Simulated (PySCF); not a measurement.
C2H2BF2N, SMILES C1B(F)[C@@H](N=1)F. Atoms are numbered in the order given.

```xyz
8

F      1.9626    -0.0775     0.0442
B      0.7313     0.2731     0.3294
C     -0.1254     1.5325     0.0777
N     -1.1247     0.7723    -0.2533
C     -0.6554    -0.5029     0.3530
F     -0.8272    -1.5776    -0.4531
H     -0.1246     2.6169    -0.0776
H     -1.1934    -0.6702     1.2989
```

Geometry: PBE0-D3(BJ)/def2-SVP. The structure was generated by enumeration; whether it is a known compound was not checked.

Two levels are set side by side: PBE/pcSseg-1 (PySCF) and B3LYP/pcSseg-1 (PySCF). GIAO shifts against BF3 (¹¹B), CFCl3 (¹⁹F), NH3 (¹⁵N), TMS (¹H), TMS (¹³C) at the same level; non-relativistic, no solvent, atoms listed together averaged. Differences are taken from unrounded values.

| quantity | B3LYP |
|---|---|
| δ(¹⁹F) of F1 (ppm) | -111.4 |
| δ(¹¹B) of B2 (ppm) | 13.2 |
| δ(¹³C) of C3 (ppm) | 203.3 |
| δ(¹⁵N) of N4 (ppm) | 539.4 |
| δ(¹³C) of C5 (ppm) | 114.1 |
| δ(¹⁹F) of F6 (ppm) | -176.7 |
| δ(¹H) of H7 (ppm) | 9.45 |
| δ(¹H) of H8 (ppm) | 6.15 |

### Question
What does PBE give, and how far is it from B3LYP? (Estimate from the structure and the level; the computed values follow.)

### Answer

```
quantity               PBE  PBE minus B3LYP
------------------  ------  ---------------
δ(¹⁹F) of F1 (ppm)  -124.0            -12.6
δ(¹¹B) of B2 (ppm)    10.8             -2.4
δ(¹³C) of C3 (ppm)   199.0             -4.2
δ(¹⁵N) of N4 (ppm)   519.0            -20.4
δ(¹³C) of C5 (ppm)   116.0              1.9
δ(¹⁹F) of F6 (ppm)  -186.8            -10.1
δ(¹H) of H7 (ppm)     9.36            -0.09
δ(¹H) of H8 (ppm)     6.32             0.17
```

Rough cost on one machine, each run with all the roots and properties that it gave: B3LYP against PBE within a factor of 2.
